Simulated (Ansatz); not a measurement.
C₇H₁₃GaO₂⁺, that is GaMe2(acac) with one electron fewer. Charge 1, multiplicity 2. Geometry r2SCAN-D4/def2-SVP, that of the neutral singlet; atoms count from 1.

| atom | x (Å) | y (Å) | z (Å) |
| --- | --- | --- | --- |
| Ga1 | -0.6177 | -0.0111 | -1.4768 |
| C2 | -0.5244 | 1.7336 | -2.3663 |
| H3 | -0.1148 | 2.4899 | -1.6781 |
| H4 | -1.5177 | 2.0767 | -2.6973 |
| H5 | 0.1273 | 1.6941 | -3.2540 |
| C6 | -1.3264 | -1.7380 | -2.0747 |
| H7 | -1.1146 | -2.5168 | -1.3251 |
| H8 | -0.8797 | -2.0544 | -3.0308 |
| H9 | -2.4182 | -1.6914 | -2.2163 |
| O10 | -1.3644 | 0.3066 | 0.3110 |
| C11 | -0.7260 | 0.2848 | 1.4167 |
| C12 | -1.5516 | 0.5861 | 2.6353 |
| C13 | 0.6486 | 0.0074 | 1.5523 |
| C14 | 1.5156 | -0.2933 | 0.4833 |
| C15 | 2.9654 | -0.5798 | 0.7547 |
| O16 | 1.1729 | -0.3506 | -0.7455 |
| H17 | -0.9688 | 0.5625 | 3.5646 |
| H18 | -2.0180 | 1.5770 | 2.5160 |
| H19 | -2.3758 | -0.1423 | 2.6976 |
| H20 | 1.0711 | 0.0217 | 2.5580 |
| H21 | 3.2145 | -0.5555 | 1.8230 |
| H22 | 3.5815 | 0.1584 | 0.2166 |
| H23 | 3.2211 | -1.5658 | 0.3357 |

Single mean-field runs in def2-TZVP are fitted with def2-universal-jkfit.

(1) Estimate the Mulliken populations from the PBE0/def2-TZVP orbitals of Ansatz.

(2) Where does the spin sit?

(3) And the Mayer bond orders between heavy atoms (over 0.3)?

Results:

(1) 
```
atom  charge (e)  spin (α − β)
 Ga1        0.44          0.00
  C2       -0.46          0.18
  H3        0.16          0.00
  H4        0.19          0.00
  H5        0.19          0.00
  C6       -0.47          0.18
  H7        0.16          0.00
  H8        0.19          0.00
  H9        0.19          0.00
 O10       -0.25          0.18
 C11        0.32         -0.07
 C12       -0.37          0.00
 C13       -0.24          0.46
 C14        0.32         -0.07
 C15       -0.37          0.00
 O16       -0.25          0.18
 H17        0.16          0.00
 H18        0.18          0.00
 H19        0.18          0.00
 H20        0.20         -0.02
 H21        0.16          0.00
 H22        0.18          0.00
 H23        0.18          0.00
```
Mulliken values depend strongly on the basis.

(2) Summed by element: Ga 0.00, C 0.67, H -0.02, O 0.36, of 1 unpaired in all. Largest on single atoms: C13 0.46, C2 0.18, O10 0.18.

(3) Ga1–C2 0.92 (1.96 Å); Ga1–C6 0.93 (1.96 Å); Ga1–O10 0.59 (1.96 Å); Ga1–O16 0.59 (1.96 Å); O10–C11 1.55 (1.28 Å); C11–C12 0.99 (1.50 Å); C11–C13 1.26 (1.41 Å); C13–C14 1.26 (1.41 Å); C14–C15 0.99 (1.50 Å); C14–O16 1.55 (1.28 Å).
